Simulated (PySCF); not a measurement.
Gas-phase reaction: GaH3 + 3 H2O → Ga(OH)3 + 3 H2

Method: PySCF energies plus ideal-gas RRHO corrections (1 bar). † marks an energy on the PBE0/def2-TZVP geometry and frequencies; other levels use their own. All species are closed-shell singlets. B3LYP is the form with VWN-RPA correlation. Ga: all electrons, no relativistic terms. GaH3, Ga(OH)3: computed as isolated molecules; such fragments, hydroxides, amides, oligomers or adducts are transient or little studied in the gas.

```csv
level,"ΔH°(298 K), kJ"
B3LYP/def2-TZVP†,___
BLYP/def2-TZVP†,___
HF/def2-TZVP†,-135
PBE0/def2-TZVP,-146
ωB97X-V/def2-TZVP†,-169
```

Task: Some entries are withheld; supply them.

Result: 
- B3LYP/def2-TZVP†, ΔH°(298 K), kJ: -161
- BLYP/def2-TZVP†, ΔH°(298 K), kJ: -174
